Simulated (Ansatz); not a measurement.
Computed with Ansatz on PBE0-D4/def2-TZVP structures; ΔE is electronic, products minus reactants. CCSD(T)/CBS adds triple-zeta CCSD(T) − MP2 to the extrapolated MP2 energy (def2 sets, frozen cores). This one scheme is used for every species. DFT in def2-TZVPP. Open shells (•) are unrestricted, without spin–orbit coupling. Each species was taken in one conformer, which may not be the lowest.

`OB(Cl)Cl` + `[CH3]`• → `[O]B(Cl)Cl`• + CH₄  (hydrogen abstraction from the O–H bond)

`OB(Cl)Cl`:

```xyz
5

O     1.009   -0.264   -0.326
B    -0.204    0.232   -0.046
Cl   -0.681    1.747   -0.769
Cl   -1.314   -0.614    1.029
H     1.191   -1.101    0.113
```

`[CH3]`•:

Z-matrix (Å, degrees):
```
C
H 1 1.080
H 1 1.080 2 120.0
H 1 1.080 2 120.0 3 180.0
```

`[O]B(Cl)Cl`•:

```xyz
4

O     0.711    0.499   -1.100
B     0.037    0.026   -0.058
Cl   -1.221    1.028    0.616
Cl    0.473   -1.553    0.541
```

CH₄:

Cartesian coordinates in Å:
```
C 0.000 0.000 0.000
H 1.058 0.225 0.130
H -0.570 0.928 -0.009
H -0.342 -0.628 0.822
H -0.146 -0.526 -0.943
```

| level | ΔE (eV) |
| --- | --- |
| BHLYP | 0.25 |
| HF/def2-SVP | 0.09 |

**Question.** What does CCSD(T)/CBS give? (An estimate is asked.)

**Answer.** Computed: +0.46 eV. The listed levels differ from it by -0.21, -0.37 eV.

Largest T1 diagnostic among the species: 0.019.

In def2-TZVPP, CCSD(T) changes the Hartree–Fock value by +0.28 eV (the triples alone add +0.00 eV) and MP2 by +0.56 eV. At CCSD(T), def2-SVP lies −0.21 eV from the extrapolated value and def2-TZVPP −0.07 eV. Leaving LDA and LC-ωPBE aside and taking each functional with its dispersion term where it has one, the values, not all of them listed here, spread over 0.36 eV, from BLYP-D4 to PBE-QIDH. LDA lies +0.08 eV from PBE without D4.
